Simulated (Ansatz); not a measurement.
The cluster B10⁺ was relaxed with PBE0-D4 (def2-SVP) in Ansatz in these states: charge +1 doublet, charge +1 quartet. The geometries follow in no particular order.

A:

```xyz
10

B     0.2966   -2.0186   -0.5383
B     0.6485    1.2039   -0.4022
B     1.0405    2.0717    0.9612
B    -0.9496    0.2737    0.4202
B     0.6596    0.3944    1.3249
B     0.3297   -1.0444    0.7561
B     0.1054   -0.0616   -1.2024
B    -1.2460   -0.9726   -0.5175
B    -0.4710    1.7343    1.0251
B    -0.4136   -1.5809   -1.8270
```

B:

Cartesian coordinates in Å:
```
B -0.7968 1.9847 -0.5181
B 0.8146 -0.9873 -0.7993
B 0.2185 -2.3323 -0.2312
B -0.1735 -0.2360 1.2802
B -0.9033 -1.0887 -0.1509
B -1.2166 0.4975 -0.1042
B 1.1102 0.6249 -0.7965
B 0.2346 1.2182 0.7058
B -0.0301 -1.8276 1.2133
B 0.7423 2.1467 -0.5992
```

Task: Judge from the bond lengths which geometry belongs to which state (an estimate).

Result: A is the charge +1 quartet (B6–B8 2.027 Å, B7–B10 1.723 Å, B1–B8 1.864 Å); B is the charge +1 doublet (B6–B8 1.811 Å, B7–B10 1.578 Å, B1–B8 1.775 Å).

At PBE0-D4/def2-TZVP a doublet lies 1.43 eV below the charge +1 quartet. These are the stationary points nearest to one start from a short search; other shapes may lie lower in each state.
